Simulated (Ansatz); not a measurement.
`F[Si@@H]1O[C@H]1[SiH3]` + `BN[SiH3]` → `BN([SiH3])[SiH3]` + `F[SiH]1CO1` at 500 K and 1 bar (ligand exchange at the Si–C bond).

Isolated molecules relaxed with PBE0-D4/def2-TZVP in Ansatz; ΔE leaves out vibrations. CBS: MP2 limit from def2 TZ/QZ plus the TZ coupled-cluster correction, frozen cores.

```csv
species,CCSD(T)/CBS energy (Eh),H − E (kJ/mol),S (J/(mol·K))
`F[Si@@H]1O[C@H]1[SiH3]`,-794.22484,196.3,407.3
`BN[SiH3]`,-372.22946,202.1,342.4
`BN([SiH3])[SiH3]`,-662.52490,256.0,420.0
`F[SiH]1CO1`,-503.94479,142.0,328.6
```

H − E and S are ideal-gas, rigid-rotor, harmonic terms from PBE0-D4/def2-TZVP, for one conformer and one mirror image of each species. 1 Eh = 2625.50 kJ/mol, R = 8.31446 J/(mol·K).

Problem. By hand: ΔE, ΔH, ΔS and ΔG.

Solution. ΔE = (-662.52490) + (-503.94479) − (-794.22484) − (-372.22946) = -0.01539 Eh = -40.4 kJ/mol. Δ(H − E) = 256.0 + 142.0 − 196.3 − 202.1 = -0.4, so ΔH = -40.8 kJ/mol. ΔS = 420.0 + 328.6 − 407.3 − 342.4 = -1.1 J/(mol·K). ΔG = -40.8 − 500 × (-1.1)/1000 = -40.2 kJ/mol.

Problem. By hand: the equilibrium constant, and the temperature at which ΔG would vanish if ΔH and ΔS stayed fixed.

Solution. log₁₀ K = −ΔG/(RT ln 10) = 4.2. ΔG = 0 at ΔH/ΔS = 37091 K, far beyond where these terms or the molecules hold.

The number of gas molecules stays the same, so ΔS is small and ΔH decides. A doubt of 5 kJ/mol in ΔE shifts log₁₀ K by 0.5 here. Other conformers and mirror images would add mixing entropy, several J/(mol·K) or more a flexible species. Modes under 60 cm⁻¹, often nearly free rotors, make the harmonic entropy too high. These are equilibria of isolated gas molecules and say nothing of rates. Largest T1 diagnostic: 0.014 (customary marks: 0.02 for closed shells, 0.045 for open ones).
